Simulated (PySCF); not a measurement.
This PySCF input asks for the NMR shieldings of SMILES CC(=O)CP1CC=CC1, C7H11OP; the geometry comes from PBE0-D3(BJ)/def2-SVP.

```python
import basis_set_exchange as bse
import numpy as np
from pyscf import gto, dft
from pyscf.prop import nmr

atoms = """
C     3.147008    0.119954   -0.737414
C     1.930086    0.700697   -0.066228
O     1.765403    1.894930    0.048473
C     0.886294   -0.278590    0.403648
P    -0.332513   -0.614562   -0.991913
C    -1.614945   -1.521501    0.031930
C    -2.477075   -0.459725    0.650916
C    -2.313137    0.789045    0.201355
C    -1.277792    0.996714   -0.864134
H     3.730064   -0.473396   -0.014662
H     3.771644    0.924591   -1.144197
H     2.836956   -0.565343   -1.542929
H     1.335467   -1.247689    0.671717
H     0.344934    0.142436    1.264706
H    -1.122919   -2.171591    0.774955
H    -2.204081   -2.191367   -0.620116
H    -3.222566   -0.718424    1.409693
H    -2.913454    1.628452    0.566857
H    -0.573533    1.813205   -0.628628
H    -1.739363    1.245473   -1.836081
"""
names = dict.fromkeys(["C", "O", "P", "H"], "pcSseg-1")
basis = {el: gto.basis.parse(bse.get_basis(n, elements=[el], fmt="nwchem")) for el, n in names.items()}
mol = gto.M(atom=atoms, basis=basis, charge=0, verbose=0)
mf = dft.RKS(mol, xc="PBE0")
mf.grids.level = 2
mf.grids.alignment = dft.numint.BLKSIZE   # the property module wants whole blocks of grid points
mf.conv_tol = 1e-9
mf.kernel()

calc = nmr.RKS(mf)   # GIAO
C = mf.mo_coeff
Co = C[:, mf.mo_occ > 0]
resp = mf.gen_response(singlet=True, hermi=2)
def vind(x):   # induced exchange potential for any number of trial vectors
    d = np.einsum("pi,xij,qj->xpq", C, 2 * x.reshape(-1, C.shape[1], Co.shape[1]), Co, optimize=True)
    return np.einsum("xpq,pi,qj->xij", resp(d - d.transpose(0, 2, 1)), C, Co, optimize=True).ravel()
mo1, _ = nmr.rhf.solve_mo1(calc, with_cphf=vind)
sigma = calc.kernel(mo1)
for i, s in enumerate(sigma):   # ppm
    print("%2d %-2s %9.2f" % (i, mol.atom_pure_symbol(i), np.trace(s) / 3))
```

Problem. What does it print?

Solution. 
```
 0 C     152.41
 1 C     -25.03
 2 O    -353.05
 3 C     139.51
 4 P     345.96
 5 C     146.81
 6 C      47.75
 7 C      44.67
 8 C     149.56
 9 H      29.14
10 H      29.48
11 H      28.57
12 H      29.19
13 H      29.18
14 H      29.25
15 H      28.63
16 H      25.30
17 H      25.20
18 H      28.39
19 H      28.96
```

These numbers come from an equivalent density-fitted implementation of the same equations, which agrees with the script to about 0.01 ppm for H and up to a few tenths of a ppm for heavy atoms, so last digits may differ.

Size and cost of the density-fitted run: 215 basis functions, 77 s wall time on 1 thread of an Intel Xeon Platinum 8488C, shared host; peak memory 0.92 GiB.
